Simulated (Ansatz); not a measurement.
Cl₂GeH₄Si, SMILES `Cl[SiH2][GeH2][Cl]`. Charge 0, multiplicity 1. Geometry: relaxed with PBE0-D4/def2-TZVP. It is one conformer, not always the lowest.

```xyz
8

Cl   -1.814   -0.947    1.790
Si   -1.109    0.327    0.332
Ge    1.083   -0.365   -0.285
Cl    1.700    1.039   -1.817
H    -2.019    0.260   -0.835
H    -1.080    1.703    0.882
H     1.132   -1.762   -0.920
H     2.108   -0.256    0.853
```

Q: What is the dipole moment at r2SCAN/def2-TZVPP? (An estimate is asked.)

A: Computed: 0.88 D, with components (-0.39, -0.48, 0.63) D in this frame, pointing from negative to positive charge.

Q: And with PBE, B3LYP, ωB97M-V? (Best estimate.)

A: Ansatz gave: PBE 0.83 D, B3LYP 0.86 D, ωB97M-V 0.90 D.

Q: Give the Mulliken charges with r2SCAN, B3LYP, ωB97M-V in def2-TZVPP. (Best estimate.)

A: Computed: 
| atom | r2SCAN | B3LYP | ωB97M-V |
| --- | --- | --- | --- |
| Cl1 | -0.25 | -0.24 | -0.21 |
| Si2 | 0.37 | 0.35 | 0.27 |
| Ge3 | 0.29 | 0.26 | 0.15 |
| Cl4 | -0.33 | -0.32 | -0.29 |
| H5 | -0.05 | -0.04 | 0.00 |
| H6 | -0.05 | -0.04 | 0.00 |
| H7 | 0.01 | 0.02 | 0.04 |
| H8 | 0.01 | 0.02 | 0.04 |

B3LYP here is the variant with VWN-RPA as its local correlation; programs differ in this.
